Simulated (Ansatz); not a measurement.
A nudged elastic band was laid between two geometries of BH₅N₂O (9 atoms, charge 0, multiplicity 1).

Theory: RKS PBE0-D4/cc-pVDZ in Ansatz 0.2.0.

* movable images: 5
* climbing image: yes
* spring: 5.0 eV/Å²
* optimiser: quadratic models (default)
* start path: IDPP
* force threshold: 0.05 eV/Å
* iteration limit: 60
* end points: relaxed

First end point:

```xyz
9
Properties=species:S:1:pos:R:3
N -0.401 0.850 -0.830
B -0.087 -0.094 0.197
N 1.156 -0.781 0.226
O -0.973 -0.377 1.226
H -1.358 1.116 -1.017
H 0.170 0.912 -1.662
H 1.434 -1.279 1.059
H 1.930 -0.532 -0.370
H -1.782 0.138 1.154
```

Last end point:

```xyz
9
Properties=species:S:1:pos:R:3
N -0.400 0.849 -0.831
B -0.087 -0.093 0.198
N 1.153 -0.785 0.224
O -0.971 -0.370 1.230
H 0.167 0.905 -1.666
H -1.356 1.122 -1.014
H 1.431 -1.284 1.057
H 1.928 -0.538 -0.373
H -1.778 0.146 1.158
```

(1) Which bonds break or form, and what moves?

(2) Give the energies along the band, and the barrier.

(3) What is the geometry of the highest image?

(4) What are the harmonic wavenumbers there?

The band took 14 iterations and roughly 3 core-minutes.

Results:

(1) No bond is made or broken. The height of N1 over the plane of its neighbours goes from -0.17 to 0.17 Å. The two ends are copies of one structure, up to a mirror image or an exchange of like atoms.

(2) The run converged. The highest image is number 3 of 0 to 6, 0.296 eV above the ends, which have the same energy within 2 meV. A vibrational analysis at the climbing image gives one clearly imaginary mode, 310i cm⁻¹: a first-order saddle point.

```
image  path coordinate (Å)  energy (eV)  height of N1 over the plane of its neighbours (Å)
    0                 0.00        0.000                                              -0.17
    1                 0.61        0.042                                              -0.24
    2                 1.22        0.202                                              -0.35
    3                 1.84        0.296                                              -0.39
    4                 2.50        0.187                                              -0.34
    5                 3.16        0.025                                              -0.22
    6                 3.82        0.000                                               0.17
```

(3) 
```xyz
9
Properties=species:S:1:pos:R:3:forces:R:3
N -0.570 0.905 -0.788 0.00 0.00 0.00
B -0.085 0.011 0.288 0.00 0.00 0.00
N 0.865 -1.012 0.100 0.00 0.00 0.00
O -0.587 0.180 1.560 0.00 0.00 0.00
H -0.985 0.369 -1.551 0.00 0.00 0.00
H 0.203 1.412 -1.219 0.00 0.00 0.00
H 1.175 -1.606 0.857 0.00 0.00 0.00
H 1.290 -1.214 -0.791 0.00 0.00 0.00
H -1.218 0.908 1.528 0.00 0.00 0.00
```

(4) 310i, 331, 380, 417, 493, 577, 618, 722, 832, 909, 1032, 1041, 1373, 1419, 1579, 1621, 3528, 3600, 3642, 3761, 3873 cm⁻¹.

Time of the run: 3 min on 1 thread of Arm Neoverse V1, with other jobs on the host, peak memory 0.15 GiB.
